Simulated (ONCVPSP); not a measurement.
# antimony: excitation energies, all-electron against ONCV

- Element: antimony (Sb)
- Generator: ONCVPSP 4.0.1
- Type: optimised norm-conserving Vanderbilt (ONCV)
- Functional: PBEsol
- Relativity: scalar-relativistic
- Frozen core: [Kr] 4d10
- Valence charge: 5
- Reference configuration: 5s2 5p3
- Partial waves: 5s: rc 1.80 bohr, ncon 4, nbas 7, qcut 3.2 1/bohr, 2 projectors, debl 2 Ha; 5p: rc 1.70 bohr, ncon 4, nbas 7, qcut 3.9 1/bohr, 2 projectors, debl 3.2 Ha
- Local potential: polynomial inside 1.35 bohr (lpopt 5, dvloc0 2 Ha)
- Core correction: none

Energies are relative to the spin-unpolarised reference configuration 5s2 5p3; without spin polarisation the order of configurations can differ from experiment.

(1) Give the all-electron excitation energy and the error of the potential for: 5s2 5p2; 5s2 5p1; 5s2 5p0; 5s1 5p0.

Note: no bound ghost flagged; GHOST(+) flagged for s at 5.2 eV, p at 100.9 eV, p at 450.2 eV.

Results:

(1)

| valence configuration | charge | ΔE all-electron (eV) | error AE − PS (meV) |
| --- | --- | --- | --- |
| 5s2 5p2 | +1 | 8.344 | -7.2 |
| 5s2 5p1 | +2 | 24.357 | -35 |
| 5s2 5p0 | +3 | 48.802 | -80 |
| 5s1 5p0 | +4 | 93.136 | +27 |
